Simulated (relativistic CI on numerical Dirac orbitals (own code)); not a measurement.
**What each ingredient does to the levels of Pt75+**

Base calculation: Dirac-Coulomb-Breit CI, KLI orbitals optimised for each configuration, a model potential for QED, unscaled Slater integrals.

Configurations in the expansion (outside the closed core 1s2): 2s, 2p, 3s, 3p, 3d, 4s, 4p, 4d, 4f, 5s, 5p, 5d, 5f, 5g, 6s, 6p, 6d. Levels of other configurations are missing.

Variants: (1) Breit term removed; (2) QED terms removed. Shifts of the energy above 2s 2S_1/2, in eV, for the lowest level and the first level of each name with at least 55 % of one term (blank where a level changes its place among those of its configuration and J or its character, or is not in the variant):

```tsv
Level	Base	Δ(1)	Δ(2)
2s 2S_1/2	0.0	0.0	0.0
2p 2P°_1/2	212.6	-20.2	+22.7
2p 2P°_3/2	2126.0	+4.1	+21.2
3s 2S_1/2	12598.2	+13.8	+18.3
3p 2P°_1/2	12655.1	+8.7	+25.0
3p 2P°_3/2	13226.0	+14.8	+24.5
3d 2D_3/2	13238.2	+18.7	+25.8
3d 2D_5/2	13396.1	+19.0	+25.5
4s 2S_1/2	16902.0	+16.9	+22.7
4p 2P°_1/2	16924.9	+14.9	+25.5
4p 2P°_3/2	17163.9	+17.3	+25.2
4d 2D_3/2	17169.1	+18.9	+25.8
4d 2D_5/2	17236.2	+19.0	+25.6
4f 2F°_5/2	17236.3	+19.0	+25.8
4f 2F°_7/2	17268.6	+19.0	+25.7
5s 2S_1/2	18854.6	+18.0	+24.2
5p 2P°_1/2	18866.0	+17.0	+25.6
5p 2P°_3/2	18987.4	+18.2	+25.5
5d 2D_3/2	18990.1	+18.9	+25.8
5d 2D_5/2	19024.4	+19.0	+25.7
5f 2F°_5/2	19024.5	+19.0	+25.8
5g 2G_7/2	19041.1	+19.0	+25.8
```

At this charge energies of transitions that change n are usually good to better than 1 %, and those within a shell (Δn = 0) to a few per cent.

Ionisation energy from the two ground configurations alone: base 22204 eV; Breit term removed 22223.1 eV; QED terms removed 22229.8 eV. The NIST ASD value (theoretical) is 22205.7 eV.
